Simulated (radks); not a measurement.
Results of a calculation; reference values are marked as such.
Task: The mean radii <r> (bohr) of the occupied orbitals of an atom or ion are listed with their occupations. Level of theory: Dirac Kohn-Sham, HCTH/407, spin-unpolarised, spherical densities, finite nucleus; Fermi nuclear charge, rms radius of each element as measured or else 0.836 A^(1/3) + 0.57 fm (a radial shooting solver on a logarithmic mesh with Libxc functionals).

| orbital | occ. | <r> |
|---|---|---|
| 1s1/2 | 2 | 0.04552 |
| 2s1/2 | 2 | 0.2025 |
| 2p1/2 | 2 | 0.1746 |
| 2p3/2 | 4 | 0.1783 |
| 3s1/2 | 2 | 0.5975 |
| 3p1/2 | 2 | 0.6086 |
| 3p3/2 | 4 | 0.6191 |
| 3d3/2 | 4 | 0.6682 |
| 3d5/2 | 6 | 0.6728 |
| 4s1/2 | 2 | 1.814 |
| 4p1/2 | 1 | 2.156 |
| 5p1/2 | 1 | 5.876 |

Name the element and its charge. Open shells, if any, fill j = l - 1/2 first.

Result: Z = 33, arsenic, charge +1: As+ in [Ar] 3d10 4s2 4p1 5p1. The 1s radius gives Z: for a bare nucleus <r> = (2 gamma + 1)/(2Z) with gamma = sqrt(1 - (Z/c)^2), 0.04456 bohr for Z = 33, and screening makes it slightly larger (0.04552 here). The occupations add up to 32, and the charge is Z minus that.
